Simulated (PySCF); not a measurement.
Xe: ionisation energy

Xe [Xe] (1S) → Xe⁺ [Kr] 4d10 5s2 5p5 (2P), as a difference of total energies. All numbers are calculated (PySCF 2.14, scalar relativity by spin-free X2C-1e, in x2c-SVPall (6s5p3d, 36 functions)). Correlated levels: valence: [Kr] 4d10 frozen. The calculations carry no spin-orbit coupling.

| method | ionisation energy (eV) | error (eV) |
| --- | --- | --- |
| UHF | 11.591 | -0.974 |
| TPSS | 12.452 | -0.113 |
| M06-2X | 12.418 | -0.147 |
| MP2 (valence) | 12.212 | -0.353 |
| SCS-MP2 (valence) | 12.149 | -0.416 |
| CCSD (valence) | 12.145 | -0.420 |
| CCSD(T) (valence) | 12.147 | -0.418 |

Reference: 12.565 eV (measured; NIST levels, between the centres of gravity of the two terms).

Errors of the correlated levels include the incompleteness of this basis and the frozen core.
